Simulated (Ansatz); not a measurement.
System: CH$_{4}$BS, charge 0, doublet. CH4BS (SMILES BS[CH2], doublet).
B3LYP-D3(BJ)/def2-TZVP minimum from Ansatz (a quantum-chemistry and plane-wave program):
```xyz
7

B     -0.9262     1.1292     0.5049
H     -1.1058     1.5951     1.5807
H     -1.4891     1.4907    -0.4759
S      0.2675    -0.1802     0.4326
C      0.3586    -0.6890    -1.1932
H      1.0416    -1.4886    -1.4339
H     -0.2473    -0.2264    -1.9574
```
Charge 0, spin multiplicity 2.

Property: atomisation energy (electronic, to ground-state atoms), in kcal/mol. Open shells are spin-unrestricted; no spin-orbit coupling. CBS(X,Y): correlation extrapolated as X^-3, Hartree-Fock from the larger set. A bracket is a step between two methods taken in the basis named. Functionals run without relativity, which enters their misses. Double hybrids freeze cores in their MP2 part. '+ core + X2C': CCSD(T) terms for core correlation (cc-pwCVTZ, 1s frozen past Ne) and scalar relativity (cc-pVTZ-DK). Where a partner has so few electrons that a lower coupled-cluster level is exact, that level stands in.

CCSD(T)/CBS(cc-pV(T+d)Z,cc-pV(Q+d)Z) + [CCSDT(Q) - CCSD(T)]/cc-pV(D+d)Z + core + X2C (Ansatz) gives 567.1 kcal/mol.

Q: What does PBE/def2-TZVPD (Ansatz) give here, and how do the other levels compare?

A: PBE gives 579.0 kcal/mol, 11.9 kcal/mol above it. Differences of the others: r2SCAN/def2-TZVPD (Ansatz) 9.0; B3LYP/def2-TZVPD (Ansatz) -0.7; wB97M-V/def2-TZVPD (Ansatz) 2.8; B2PLYP/def2-TZVPD (Ansatz) -6.0; CCSD(T)/CBS(cc-pV(T+d)Z,cc-pV(Q+d)Z) + core + X2C (Ansatz) -0.7 kcal/mol. Nearer than PBE: r2SCAN/def2-TZVPD, B3LYP/def2-TZVPD, wB97M-V/def2-TZVPD, B2PLYP/def2-TZVPD, CCSD(T)/CBS(cc-pV(T+d)Z,cc-pV(Q+d)Z) + core + X2C.
